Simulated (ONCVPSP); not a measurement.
## lanthanum, ONCV: configuration errors across variants

```
Element                 : La
Generator               : ONCVPSP 4.0.1
Type                    : optimised norm-conserving Vanderbilt (ONCV)
Functional              : Wu-Cohen
Relativity              : fully relativistic
Frozen core             : [Kr] 4d10
Valence charge          : 11
Reference configuration : 5s2 5p6 5d1.5 6s1.5
Partial waves           : 5s+6s: rc 2.80 bohr, ncon 4, nbas 8, qcut 4.4 1/bohr, 3 projectors, debl 3.2 Ha; 5p: rc 1.65 bohr, ncon 3, nbas 7, qcut 4.9 1/bohr, 3 projectors, debl 1.2 Ha; 5d: rc 3.10 bohr, ncon 4, nbas 9, qcut 4.7 1/bohr, 3 projectors, debl 3.3 Ha; f scattering state at 0.23 Ha: rc 2.85 bohr, ncon 3, nbas 6, qcut 3.3 1/bohr, 2 projectors, debl 0.5 Ha
Local potential         : polynomial inside 1.35 bohr (lpopt 5, dvloc0 1 Ha)
Core correction         : Teter function, fcfact 3.5, rcfact 1.4
```

Open shells are filled in proportion to 2j + 1.

In the f channel the program set the typed energies aside and used -0.126, 0.374 Ha (j = l + 1/2; the other j can differ).

All-electron excitation energies from the reference (eV): (1) 5s2 5p6 5d1 6s2 -0.361; (2) 5s2 5p6 5d1 6s1 5.636; (3) 5s2 5p6 5d1 6s0 16.422; (4) 5s2 5p6 5d2 6s0 5.659.

A true bound ghost makes a file unfit for plane-wave use even where its test errors are small: the radial tests pick states by their node count and pass the ghost by.

Errors AE − PS in meV (a dash: test not solved or not reliable):

```csv
change,(1),(2),(3),(4),bound ghosts,GHOST(+) flags above zero
base,-1.5,0.0,-2.2,-6.8,p3/2,"s, p3/2, p1/2"
"all radii but the core radius scaled by about 0.80 (s 2.24, p 1.32, d 2.48, f 2.28 bohr); local potential polynomial inside 1.08 bohr (lpopt 5, dvloc0 1 Ha)",-1.0,+0.1,-0.7,-4.0,"s, p3/2, p1/2","d5/2, p1/2, d3/2"
"all radii but the core radius scaled by about 0.83 (s 2.34, p 1.38, d 2.58, f 2.38 bohr); local potential polynomial inside 1.12 bohr (lpopt 5, dvloc0 1 Ha)",-1.1,0.0,-1.2,-4.8,"s, p3/2, p1/2","p3/2, p1/2, d3/2"
"all radii but the core radius scaled by about 1.04 (s 2.92, p 1.72, d 3.22, f 2.96 bohr); local potential polynomial inside 1.40 bohr (lpopt 5, dvloc0 1 Ha)",-1.6,0.0,-2.5,-7.2,none,"s, p3/2, p1/2"
"all radii but the core radius scaled by about 1.10 (s 3.08, p 1.82, d 3.42, f 3.14 bohr); local potential polynomial inside 1.48 bohr (lpopt 5, dvloc0 1 Ha)",-1.6,+0.1,-2.7,-7.5,none,"s, p1/2"
"all radii but the core radius scaled by about 1.18 (s 3.30, p 1.94, d 3.66, f 3.36 bohr); local potential polynomial inside 1.60 bohr (lpopt 5, dvloc0 1 Ha)",-1.6,0.0,-3.8,-7.7,none,s
"all radii but the core radius scaled by about 1.24 (s 3.48, p 2.06, d 3.86, f 3.54 bohr); local potential polynomial inside 1.68 bohr (lpopt 5, dvloc0 1 Ha)",-1.3,+0.4,-3.3,-7.4,none,s
"all radii but the core radius scaled by about 1.32 (s 3.70, p 2.18, d 4.10, f 3.76 bohr); local potential polynomial inside 1.78 bohr (lpopt 5, dvloc0 1 Ha)",-1.2,-1.8,-15,-9.6,none,s
```

(1) Give the same row for: all radii but the core radius scaled by about 0.91 (s 2.54, p 1.50, d 2.82, f 2.58 bohr); local potential polynomial inside 1.22 bohr (lpopt 5, dvloc0 1 Ha).

## Answers

(1) -1.3, 0.0, -1.8, -5.8; bound ghosts: p3/2, p1/2; GHOST(+) flags above zero: s, p3/2, p1/2.
